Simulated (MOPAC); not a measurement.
MOPAC input (PM3):

```
PM3 FORCE THERMO(298,298) PRECISE LET GEO-OK AUX(PRECISION=9) THREADS=1
CH3F3Ge

F    -1.36055772 1    0.84214286 1   -0.90510912 1
C    -0.82793281 1   -0.02150370 1   -0.02076442 1
F    -1.39773827 1    0.27975635 1    1.16084628 1
F    -1.32051184 1   -1.22784832 1   -0.35801088 1
Ge    1.12280281 1    0.02916598 1    0.02814899 1
H     1.66692089 1   -0.95849803 1    1.03618341 1
H     1.62118743 1    1.40474523 1    0.41158160 1
H     1.70940529 1   -0.31644351 1   -1.32245105 1
```

Output:

```
 *******************************************************************************
 **                                                                           **
 **                              MOPAC v23.2.5                                **
 **                                                                           **
 *******************************************************************************
 ** MOPAC's Digital Object Identifier: https://doi.org/10.5281/zenodo.6511958 **
 **                                                                           **
 ** Please cite the open-source release paper for use of this MOPAC version:  **
 ** J. E. Moussa and J. J. P. Stewart (2026)                                  **
 ** MOPAC: An open-source semiempirical molecular orbital program             **
 ** J. Open Source Softw., 11(119), 8025, https://doi.org/10.21105/joss.08025 **
 *******************************************************************************

                              PM3 CALCULATION RESULTS

 *******************************************************************************
 *  PM3        - The PM3 Hamiltonian to be used
 *  GEO-OK     - OVERRIDE INTERATOMIC DISTANCE AND OTHER SAFETY CHECKS
 *  LET        - OVERRIDE SOME SAFETY CHECKS
 *  PRECISE    - TIGHTER CRITERIA TO BE USED
 *  FORCE      - FORCE CALCULATION SPECIFIED
 *  AUX        - OUTPUT AUXILIARY INFORMATION
 *  THERMO     - THERMODYNAMIC QUANTITIES TO BE CALCULATED
 *******************************************************************************
PM3 FORCE THERMO(298,298) PRECISE LET GEO-OK AUX(PRECISION=9) THREADS=1
 CH3F3Ge

   ATOM   CHEMICAL          X               Y               Z
  NUMBER   SYMBOL      (ANGSTROMS)     (ANGSTROMS)     (ANGSTROMS)

     1       F         -1.36055772  *   0.84214286  *  -0.90510912  *
     2       C         -0.82793281  *  -0.02150370  *  -0.02076442  *
     3       F         -1.39773827  *   0.27975635  *   1.16084628  *
     4       F         -1.32051184  *  -1.22784832  *  -0.35801088  *
     5      Ge          1.12280281  *   0.02916598  *   0.02814899  *
     6       H          1.66692089  *  -0.95849803  *   1.03618341  *
     7       H          1.62118743  *   1.40474523  *   0.41158160  *
     8       H          1.70940529  *  -0.31644351  *  -1.32245105  *

          CARTESIAN COORDINATES

    NO.       ATOM           X           Y           Z

     1         F         -1.3606      0.8421     -0.9051
     2         C         -0.8279     -0.0215     -0.0208
     3         F         -1.3977      0.2798      1.1608
     4         F         -1.3205     -1.2278     -0.3580
     5        Ge          1.1228      0.0292      0.0281
     6         H          1.6669     -0.9585      1.0362
     7         H          1.6212      1.4047      0.4116
     8         H          1.7094     -0.3164     -1.3225

  H: (PM3): J. J. P. STEWART, J. COMP. CHEM. 10, 209 (1989).
  C: (PM3): J. J. P. STEWART, J. COMP. CHEM. 10, 209 (1989).
  F: (PM3): J. J. P. STEWART, J. COMP. CHEM. 10, 209 (1989).
 Ge: (PM3): J. J. P. STEWART, J. COMP. CHEM. 12, 320-341 (1991).

           Empirical Formula: C H3 F3 Ge  =     8 atoms

      MOLECULAR POINT GROUP   :   C3v
[...]
 FORCE CONSTANT      0.5352         F 3 -- F 4         +10.7% ( 67.9%)    100.0%
                            F 1 -- F 4         +10.7% ( 67.9%)    100.0%

 VIBRATION         12    4E          ATOM PAIR     ENERGY CONTRIBUTION    RADIAL
 FREQUENCY           718.13         Ge5 -- H 8         +50.3% ( 56.1%)      0.0%
 TRANSITION DIPOLE   0.2387         Ge5 -- H 6         +25.1% ( 39.6%)      2.6%
 TRAVEL (Ang.)       0.4907         Ge5 -- H 7         +22.1% ( 37.1%)      3.5%
 REDUCED MASS        0.3900         F 1 -- F 4          +0.4% (  4.9%)      0.1%
 EFFECTIVE MASS      1.2062
 FORCE CONSTANT      0.1185

 VIBRATION         13    4A1         ATOM PAIR     ENERGY CONTRIBUTION    RADIAL
 FREQUENCY          1373.13         C 2 -- F 3         +20.1% ( 73.4%)     49.6%
 TRANSITION DIPOLE   3.3070         F 1 -- C 2         +20.1% ( 73.4%)     49.6%
 TRAVEL (Ang.)       0.1016         C 2 -- F 4         +20.1% ( 73.4%)     49.6%
 REDUCED MASS        4.7542         C 2 -- Ge5         +12.4% ( 57.7%)    100.0%
 EFFECTIVE MASS     15.1193
 FORCE CONSTANT      5.2815

 VIBRATION         15    5E          ATOM PAIR     ENERGY CONTRIBUTION    RADIAL
 FREQUENCY          1546.38         C 2 -- F 4         +27.0% ( 86.8%)     83.4%
 TRANSITION DIPOLE   3.3546         C 2 -- F 3         +26.2% ( 85.4%)     79.6%
 TRAVEL (Ang.)       0.0818         F 1 -- C 2         +17.0% ( 68.8%)      0.3%
 REDUCED MASS        6.5199         C 2 -- Ge5         +16.9% ( 68.7%)      0.0%
 EFFECTIVE MASS     14.0664
 FORCE CONSTANT      9.1859

 VIBRATION         17    6E          ATOM PAIR     ENERGY CONTRIBUTION    RADIAL
 FREQUENCY          1896.10         Ge5 -- H 7         +59.4% ( 78.2%)     99.8%
 TRANSITION DIPOLE   0.7051         Ge5 -- H 8         +38.1% ( 62.6%)     99.2%
 TRAVEL (Ang.)       0.2658         Ge5 -- H 6          +2.4% ( 15.7%)     81.5%
 REDUCED MASS        0.5035
 EFFECTIVE MASS      1.2522
 FORCE CONSTANT      1.0666

 VIBRATION         18    5A1         ATOM PAIR     ENERGY CONTRIBUTION    RADIAL
 FREQUENCY          1979.99         Ge5 -- H 7         +33.3% ( 55.8%)     99.7%
 TRANSITION DIPOLE   0.2617         Ge5 -- H 6         +33.3% ( 55.8%)     99.7%
 TRAVEL (Ang.)       0.3194         Ge5 -- H 8         +33.3% ( 55.8%)     99.7%
 REDUCED MASS        0.3338
 EFFECTIVE MASS      1.0709
 FORCE CONSTANT      0.7711

      SYMMETRY NUMBER FOR POINT-GROUP C3v =  3

          SYSTEM IS A GROUND STATE

 CH3F3Ge

          MOLECULE IS NOT LINEAR

          THERE ARE 18 GENUINE VIBRATIONS IN THIS SYSTEM
          THIS THERMODYNAMICS CALCULATION IS LIMITED TO
          MOLECULES WHICH HAVE NO INTERNAL ROTATIONS

                    CALCULATED THERMODYNAMIC PROPERTIES
                                          *
   TEMP. (K)   PARTITION FUNCTION   H.O.F.    ENTHALPY  HEAT CAPACITY ENTROPY
                                   KCAL/MOL   CAL/MOLE    CAL/K/MOL  CAL/K/MOL

 298.00  VIB.     0.4343D+02                  2440.7475    16.1606    15.6845
         ROT.     0.6393D+05                   888.2803     2.9808    24.9704
         INT.     0.2777D+07                  3329.0278    19.1414    40.6548
         TRA.     0.1681D+28                  1480.4672     4.9680    40.8155
         TOT.                     -126.622    4809.4950    24.1094    81.4704

   *: NOTE: HEATS OF FORMATION ARE RELATIVE TO THE
            ELEMENTS IN THEIR STANDARD STATE AT 298K
              (=  Standard Enthalpy of Formation).

            Hvib:  Zero-point energy is not included.
                   frequencies of less than zero cm-1 are not included.
            Hrot = (3/2)RT
            Htra = (3/2)RT + pV = (5/2)RT

            Heat capacity is Cp, not Cv

          For more information, see: HTTP://OpenMOPAC.net/Manual/thermochemistry.html

           FORCE CONSTANT IN CARTESIAN COORDINATES (Millidynes/A)

    ATOM   CHEMICAL       X               Y               Z
   NUMBER   SYMBOL  FORCE CONSTANT  FORCE CONSTANT  FORCE CONSTANT

      1       F       10.389513        0.921032        0.830123
      2       C       11.213023       10.829420        9.793522
      3       F        1.678107        9.632442        0.830119
      4       F        1.678057        2.167825        8.294786
      5      Ge        3.189977        3.193838        3.204262
      6       H        2.166748        0.185141        0.192460
      7       H        0.350062        0.474070        1.720216
      8       H        0.350073        2.001818        0.192458

 **********************
 *                    *
 * JOB ENDED NORMALLY *
 *                    *
 **********************

 == MOPAC DONE ==
```
